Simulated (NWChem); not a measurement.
Correlation energy of CBr

```xyz
2

C      0.0000     0.0000     1.5506
Br     0.0000     0.0000    -0.2658
```
Charge 0, spin multiplicity 2.

Program: NWChem. All single points use one geometry, from UPBE0/def2-SVP, a minimum by its harmonic frequencies.

Basis set: def2-SVP. Each correlation energy counts from its own Hartree-Fock reference.

The Hamiltonian is non-relativistic. The correlated methods keep 10 core orbitals frozen. This spin state was chosen for the runs; another may lie lower. The structure started from a generated list of species. The unpaired electrons of the parent sit in orbitals of symmetry b1 (C2v labels of the run); other states weren't searched. The stability of the SCF solutions was not checked. Open-shell Hartree-Fock references start from PBE0 orbitals. Coupled-cluster values serve here as a point of comparison, not as the truth.

Q: Order these methods by the correlation energy they give, lowest first: UMP2, SCS-UMP2, CCSD on UHF, CCSD[T] on UHF, CCSD(T) on UHF, CCSD on ROHF.

A: CCSD[T] on UHF (-344.6 mHa), CCSD(T) on UHF (-343.2 mHa), CCSD on ROHF (-336.9 mHa), CCSD on UHF (-332.4 mHa), UMP2 (-313.8 mHa), SCS-UMP2 (-295.3 mHa)
